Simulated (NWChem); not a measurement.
System: C$_{4}$H$_{8}$O; SMILES CC1(O)CC1

```xyz
13

C      1.0655     1.1783    -0.0169
C     -0.0429     0.1583    -0.0067
O     -1.3241     0.7044    -0.0572
C      0.1236    -1.1325     0.7476
C      0.1008    -1.1199    -0.7611
H      0.9806     1.8224    -0.9058
H      2.0556     0.7000    -0.0250
H      1.0137     1.8231     0.8771
H     -1.4763     1.1634     0.7766
H      1.0715    -1.3311     1.2562
H     -0.7633    -1.5213     1.2550
H     -0.8030    -1.4898    -1.2512
H      1.0318    -1.3073    -1.3029
```
Atoms are numbered in this order, from 1.

Program: NWChem. Pople sets run with spherical d functions. The geometry was optimised at PBE0/def2-SVP. Not confirmed as a minimum by frequencies. Vertical excitations in the gas phase; the lowest state need not have the same character in each row.

Among these, which level gives the highest value of “lowest excitation, singlet (eV)”?
A) Hartree-Fock/6-31G*, CIS
B) B3LYP/6-31G*, TDA
C) PBE/6-31G*, TDA
D) CAM-B3LYP/6-31G*, TDA

A, Hartree-Fock/6-31G*, CIS. Values: PBE/6-31G*, TDA 7.07; B3LYP/6-31G*, TDA 7.60; CAM-B3LYP/6-31G*, TDA 7.98; Hartree-Fock/6-31G*, CIS 9.57
